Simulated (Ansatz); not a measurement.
A nudged elastic band was laid between two geometries of a periodic cell of 19 atoms, MgAl₁₈ (surface Al(110), adsorbate Mg).

Method: DFT LDA, scalar-relativistic, plane waves, PAW (Ansatz). Settings: cutoff 420 eV, k mesh 2x3x1, fermi-dirac smearing 0.15 eV, no spin polarisation.

```yaml
movable_images: 3
climbing_image: yes
spring: 0.1 eV/Å²
optimiser: fire
start_path: default
force_threshold: 0.05 eV/Å
iteration_limit: 50
end_points: relaxed
atoms_held: 1 to 6
```

Image 0:

```xyz
19
Lattice="12.1500 0.0000 0.0000 0.0000 5.7276 0.0000 0.0000 0.0000 13.8638" Properties=species:S:1:pos:R:3
Al 0.000 0.000 1.000
Al 4.050 0.000 1.000
Al 8.100 0.000 1.000
Al 0.000 2.864 1.000
Al 4.050 2.864 1.000
Al 8.100 2.864 1.000
Al 2.025 1.432 2.407
Al 6.098 1.432 2.361
Al 10.102 1.432 2.361
Al 2.025 4.292 2.116
Al 6.071 4.294 2.353
Al 10.129 4.294 2.353
Al -0.047 0.040 3.754
Al 4.097 0.040 3.754
Al 8.100 -0.011 3.748
Al -0.052 2.828 3.753
Al 4.102 2.828 3.753
Al 8.100 2.873 3.753
Mg 2.025 -1.437 4.986
```

Image 4:

Only the atoms that move by more than 0.05 Å are listed.
```
Al7 2.025 1.429 2.116
Al10 2.025 4.296 2.407
Al13 -0.052 -0.035 3.753
Al14 4.102 -0.035 3.753
Al16 -0.047 2.904 3.754
Al17 4.097 2.904 3.754
Mg19 2.025 1.427 4.986
```

(1) What changes between the two ends?

(2) What energy profile does the band end with?

(3) What is the geometry of the highest image?

## Answers

(1) The atom that moves furthest is Mg19, by 2.86 Å; four of its nearest neighbours are Al16 2.82, Al17 2.82, Al13 2.83, Al14 2.83 Å at the first end and Al13 2.82, Al14 2.82, Al16 2.83, Al17 2.83 Å at the last.

(2) The forces met the threshold. The highest image is number 2 of 0 to 4, 0.293 eV above the ends, which have the same energy within 2 meV. The order of the point at the top wasn't checked. Limits of this set-up: coarse k mesh, thin slab, slab without dipole correction, a typed lattice constant that wasn't relaxed here.

```csv
image,path coordinate (Å),energy (eV),Al10–Mg19 (Å),Al7–Mg19 (Å)
0,0.00,0.000,2.87,3.85
1,0.81,0.095,2.88,3.29
2,1.62,0.293,3.06,3.06
3,2.42,0.097,3.28,2.88
4,3.23,0.000,3.85,2.87
```

(3) 
```xyz
19
Lattice="12.1500 0.0000 0.0000 0.0000 5.7276 0.0000 0.0000 0.0000 13.8638" Properties=species:S:1:pos:R:3:forces:R:3
Al 0.000 0.000 1.000 0.01 0.00 0.05
Al 4.050 0.000 1.000 -0.01 0.00 0.05
Al 8.100 0.000 1.000 0.00 0.00 -0.02
Al 0.000 2.864 1.000 -0.02 0.00 0.05
Al 4.050 2.864 1.000 0.02 0.00 0.05
Al 8.100 2.864 1.000 0.00 0.00 -0.18
Al 2.025 1.425 2.305 0.00 0.00 0.00
Al 6.098 1.468 2.315 0.00 0.00 0.00
Al 10.102 1.468 2.315 0.00 0.00 0.00
Al 2.025 4.303 2.305 0.00 0.00 0.00
Al 6.098 4.259 2.315 0.00 0.00 0.00
Al 10.102 4.259 2.315 0.00 0.00 0.00
Al -0.282 0.000 3.735 0.00 0.00 0.00
Al 4.332 0.000 3.735 0.00 0.00 0.00
Al 8.100 0.000 3.741 0.00 0.00 0.00
Al 0.045 2.864 3.785 0.00 0.00 0.00
Al 4.005 2.864 3.785 0.00 0.00 0.00
Al 8.100 2.864 3.765 0.00 0.00 0.00
Mg 2.025 0.000 5.007 0.00 0.00 0.00
```

The run took 5.1 min on 2 threads of Intel(R) Xeon(R) Platinum 8488C (Sapphire Rapids) (shared host), peak memory 1.5 GiB.
